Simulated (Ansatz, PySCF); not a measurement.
System: sum formula SiHCl3, net charge 0, singlet state. 
Geometry from a B3LYP-D3(BJ)/def2-TZVP (Ansatz, a first-principles code) optimisation:
```
Si
H 1 1.4634
Cl 1 2.0409 2 109.41
Cl 1 2.0409 2 109.41 3 120.00
Cl 1 2.0409 2 109.41 3 -120.00
```
Charge 0, spin multiplicity 1.

PBE beside other levels, property by property. Valence correlation only, unless marked. UHF or UKS for open shells. Spin-orbit coupling is left out. Non-relativistic. CBS marks a two-point X^-3 extrapolation of the correlation energy; Hartree-Fock from the larger set (for Q and 5 zeta extrapolated as (X+1)exp(-9√X)). The bracket is a focal-point correction in the basis named. Rows marked 298 K are enthalpies with B3LYP-D3(BJ) harmonic zero-point and thermal terms from PySCF. Atomisation energies are electronic, to ground-state atoms; the column to compare with has the core term from cc-pwCVTZ added, other frozen-core levels have none. The coupled-cluster column (Ansatz) is a level with limits of its own: (a) RI-MP2/CBS(aug-cc-pV(T+d)Z,aug-cc-pV(Q+d)Z)+[CCSD(T)-MP2]/aug-cc-pV(T+d)Z; (b) RI-MP2/CBS(cc-pV(T+d)Z,cc-pV(Q+d)Z)+[CCSD(T)-MP2]/cc-pV(T+d)Z; (c) CCSD(T)/CBS(cc-pV(Q+d)Z,cc-pV(5+d)Z).

```
property                                                                     PBE/def2-TZVPD (Ansatz)  r2SCAN/def2-TZVPD (Ansatz)  HSE06/def2-TZVPD (Ansatz)  RI-MP2/CBS(cc-pV(T+d)Z,cc-pV(Q+d)Z) (Ansatz)  coupled cluster
---------------------------------------------------------------------------  -----------------------  --------------------------  -------------------------  --------------------------------------------  ---------------
atomisation energy (kcal/mol)                                                                  369.8                       374.4                      367.8                                         388.7        375.7 (c)
H-Si bond dissociation enthalpy, 298 K, to Cl[Si](Cl)Cl + H atom (kcal/mol)                     84.1                        86.6                       86.6                                          91.9         93.9 (b)
Cl-Si bond dissociation enthalpy, 298 K, to Cl[SiH]Cl + Cl atom (kcal/mol)                     106.6                       107.8                      107.2                                         118.5        112.6 (a)
```

As the rows show:
- atomisation energy: PBE lies 5.9 kcal/mol below coupled cluster.
- H-Si bond dissociation enthalpy, 298 K, to Cl[Si](Cl)Cl + H atom: PBE lies 9.8 kcal/mol below coupled cluster.
- Cl-Si bond dissociation enthalpy, 298 K, to Cl[SiH]Cl + Cl atom: PBE lies 6.0 kcal/mol below coupled cluster.
